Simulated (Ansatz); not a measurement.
A run for Ansatz (a program for electronic structure): R-PBE0/def2-TZVPPD on CH6O2Si (a complex), monomers drawn apart or pushed together. Files ending in .json are basis or fitting sets from the Basis Set Exchange.

Ansatz 0.2 input:
```yaml
crystal:
  periodic: [false, false, false]
  atoms:
    - {symbol: C, position_ang: [0.26944138, -0.48795382, 0.03556036]}
    - {symbol: O, position_ang: [-0.75616649, -0.43795135, 0.66527454]}
    - {symbol: H, position_ang: [0.28103931, -0.83152299, -1.01292751]}
    - {symbol: H, position_ang: [1.23531981, -0.19306140, 0.47969354]}
    - {symbol: O, position_ang: [0.24991449, 0.50674245, 2.89871386]}
    - {symbol: Si, position_ang: [0.04377818, -0.12808474, 4.40114722]}
    - {symbol: H, position_ang: [-0.31315458, 0.19191696, 2.17213001]}
    - {symbol: H, position_ang: [-1.31086632, 0.14553840, 4.94451175]}
    - {symbol: H, position_ang: [1.05715834, 0.50875840, 5.26877528]}
    - {symbol: H, position_ang: [0.24588065, -1.60054033, 4.41346623]}
basis:
  gaussian:
    orbitals: def2-TZVPPD.json
hamiltonian:
  xc: {name: PBE0}
scf: {lower_state_search: off}
```

Output:

```
Functional definition: PBE0
[...]
these checks for a lower state are left out or cut short: stability, starts, cluster_reference, orbital_swaps, neighbouring_geometries, increment
integrals: 0.19 GiB planned
1218 factors; their error is unknown
mean field: 1.59 GiB planned
mean field evaluation 1: about -13093.7922 eV, gradient 6.2e1 eV
mean field evaluation 2: about -13081.2822 eV, gradient 1.0e2 eV
mean field evaluation 4: about -13099.9886 eV, gradient 5.5e0 eV
mean field evaluation 8: about -13100.0438 eV, gradient 3.1e-1 eV
mean field evaluation 16: about -13100.0667 eV, gradient 5.1e-5 eV
mean field -13100.06672272 eV, -481.4185725158 hartree, gradient 6.4e-6 eV, S^2 0.000000; 0 other end points of the search recorded, 0 dependent functions left out
reference -13100.06676352 eV, -481.4185740153 hartree; 21, 21 occupied and 246, 246 virtual orbitals, 1218 factors
Total energy: -13100.06676352 eV, -481.4185740153 hartree
Checks for a lower state left out: stability, starts, cluster_reference, orbital_swaps, neighbouring_geometries, increment
```

The run converged.

Cost: around 8 core-seconds (rough).
